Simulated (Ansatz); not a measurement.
# Energy profile

The step: Si₂H₆O ([SiH3][O][SiH3]) + H₂O → Si₂H₆O₂ ([OH][SiH2][O][SiH3]) + H₂; bonds formed: Si1–O8, H2–H7; bonds broken: Si1–H2, H7–O8 (atoms numbered as in the saddle structure below).

Si1  (0.320, 0.726, 0.863)
H2  (0.601, 0.808, -0.884)
O3  (-0.834, -0.414, 0.581)
Si4  (-1.555, -0.914, -0.812)
H5  (0.564, 0.447, 2.311)
H6  (-0.045, 2.163, 0.827)
H7  (1.664, 0.459, -0.504)
O8  (2.127, 0.408, 0.495)
H9  (-2.129, 0.226, -1.572)
H10  (-2.641, -1.847, -0.424)
H11  (-0.579, -1.632, -1.674)
H12  (2.505, -0.429, 0.793)
(Å)

Electronic energies by CCSD(T) at an estimated basis limit (MP2 extrapolated from triple and quadruple zeta, plus CCSD(T) − MP2 in triple zeta), on PBE0-D4/def2-TZVP structures; Si$_{2}$H$_{8}$O$_{2}$, singlet; no counterpoise correction. Ansatz 0.2.0; basis: def2-TZVPP and def2-QZVPP; cores frozen in the correlated methods. Extrapolation: Hartree–Fock as exp(−7.88 √X), correlation as X^−2.97.

(1) Give the profile in eV, counted from the separated reactants. (An estimate is asked for; the value comes from the calculation.)

No T1 diagnostic of these runs exceeds 0.013.

## Answers

(1) By the calculation:
```
                                                                                                                                              point      eV
         separated: Si$_{2}$H$_{6}$O (linked as [SiH3][O][SiH3]; Si1, H2, O3, Si4, H5, H6, H9, H10, H11; singlet) + H$_{2}$O (H7, O8, H12; singlet)   0.000
                                                                                                                                    start structure  -0.119
                                                                                                                                             saddle   1.569
                                                                                                                                      end structure  -0.984
separated: Si$_{2}$H$_{6}$O$_{2}$ (linked as [OH][SiH2][O][SiH3]; Si1, O3, Si4, H5, H6, O8, H9, H10, H11, H12; singlet) + H$_{2}$ (H2, H7; singlet)  -0.947
```

For scale, one of the runs: CCSD(T)/def2-TZVPP, 258 basis functions, launched by `ansatz run in.yaml --threads 4 --pin off --events-out ev --progress --plain --max-ram 9574MiB`. Hardware: 4 CPU threads of an Intel Xeon, shared host. Wall time 2.6 min; peak host memory 5.7 GiB.
